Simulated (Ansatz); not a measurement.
Ansatz (an electronic-structure program) input (CCSD(T)/def2-QZVPP):
A basis named .json is the Basis Set Exchange file of that set.

Ansatz 0.2 input:
```yaml
crystal:
  periodic: [false, false, false]
  atoms:
    - {symbol: V, position_ang: [-0.00000000, -0.00000000, -1.81490819]}
    - {symbol: I, position_ang: [0.00000000, 0.00000000, 0.78760167]}
basis:
  gaussian:
    orbitals: def2-QZVPP.json
magnetization: {spin_polarized: true, initial_magnetization: 4}
correlation: {method: ccsd_t, electrons: outside_noble_gas}
```

End of the output:

```
mean field evaluation 608: about -33731.8164 eV, gradient 7.0e-1 eV
mean field evaluation 640: about -33731.4447 eV, gradient 1.2e0 eV
mean field evaluation 672: about -33731.7562 eV, gradient 1.5e0 eV
mean field evaluation 704: about -33731.5763 eV, gradient 4.1e0 eV
mean field evaluation 736: about -33731.7541 eV, gradient 1.5e0 eV
mean field evaluation 768: about -33731.2731 eV, gradient 6.7e-1 eV
mean field evaluation 800: about -33730.7008 eV, gradient 1.2e-2 eV
mean field evaluation 832: about -33729.6070 eV, gradient 2.8e-1 eV
mean field evaluation 864: about -33729.6075 eV, gradient 4.9e-4 eV
mean field evaluation 896: about -33729.7836 eV, gradient 2.9e0 eV
mean field evaluation 928: about -33728.5416 eV, gradient 6.7e-2 eV
mean field evaluation 960: about -33728.5416 eV, gradient 6.9e-2 eV
mean field evaluation 992: about -33732.4514 eV, gradient 2.5e0 eV
mean field evaluation 1024: about -33729.6553 eV, gradient 5.3e-1 eV
mean field evaluation 1056: about -33728.5049 eV, gradient 5.1e-1 eV
mean field evaluation 1088: about -33728.2417 eV, gradient 4.3e-1 eV
mean field evaluation 1120: about -33728.2592 eV, gradient 8.4e-2 eV
mean field evaluation 1152: about -33728.0201 eV, gradient 3.5e-3 eV
mean field evaluation 1184: about -33726.2959 eV, gradient 2.8e0 eV
mean field evaluation 1216: about -33727.8301 eV, gradient 1.6e0 eV
mean field evaluation 1248: about -33731.6275 eV, gradient 2.9e0 eV
mean field evaluation 1280: about -33731.2232 eV, gradient 9.3e-4 eV
mean field -33732.52360276 eV, -1239.6473776756 hartree, gradient 1.3e-6 eV, S^2 6.006923; 22 other end points of the search recorded, 0 dependent functions left out
determinant -33732.52360276 eV, -1239.6473776756 hartree, with singles and doubles -33739.01841156 eV, -1239.8860574967 hartree
determinant -33732.44616820 eV, -1239.6445320080 hartree, with singles and doubles -33738.86954519 eV, -1239.8805867584 hartree
determinant -33732.20099500 eV, -1239.6355220590 hartree, with singles and doubles -33738.69204362 eV, -1239.8740636964 hartree
determinant -33731.97680423 eV, -1239.6272832005 hartree, with singles and doubles -33738.48013229 eV, -1239.8662760984 hartree
determinant -33731.67449268 eV, -1239.6161734558 hartree, with singles and doubles -33738.64712351 eV, -1239.8724129128 hartree
determinant -33731.22318797 eV, -1239.5995883138 hartree, with singles and doubles -33738.20602262 eV, -1239.8562027539 hartree
determinant -33730.70083053 eV, -1239.5803920316 hartree, with singles and doubles -33737.39075510 eV, -1239.8262422252 hartree
determinant -33729.60996891 eV, -1239.5403036068 hartree, with singles and doubles -33736.00308682 eV, -1239.7752463565 hartree
determinant -33729.60750851 eV, -1239.5402131887 hartree, with singles and doubles -33736.00330615 eV, -1239.7752544165 hartree
determinant -33732.52360276 eV, -1239.6473776756 hartree, with singles and doubles -33739.03193200 eV, -1239.8865543639 hartree
determinant -33732.44616820 eV, -1239.6445320080 hartree, with singles and doubles -33738.91397892 eV, -1239.8822196681 hartree
determinant -33732.20099500 eV, -1239.6355220590 hartree, with singles and doubles -33738.69223077 eV, -1239.8740705740 hartree
determinant -33731.97680423 eV, -1239.6272832005 hartree, with singles and doubles -33738.49560796 eV, -1239.8668448189 hartree
determinant -33731.67449268 eV, -1239.6161734558 hartree, with singles and doubles -33738.59022992 eV, -1239.8703221116 hartree
18 core orbitals not correlated
reference -33732.52360276 eV, -1239.6473776756 hartree; 8, 4 occupied and 149, 153 virtual orbitals, 1118 factors
second order -5.80148294 eV of doubles, -0.00000000 eV of singles
coupled cluster: 1.55 GiB planned
cycle   1  -6.50833009 eV  change   -8.4e-7 eV  update   2.4e-6
coupled cluster: 1.55 GiB planned
perturbative correction -0.30902960 eV, -0.0113566282 hartree
Total energy: -33739.34096244 eV, -1239.8979110229 hartree
```

The spin state was set by rule; other spins were not relaxed.
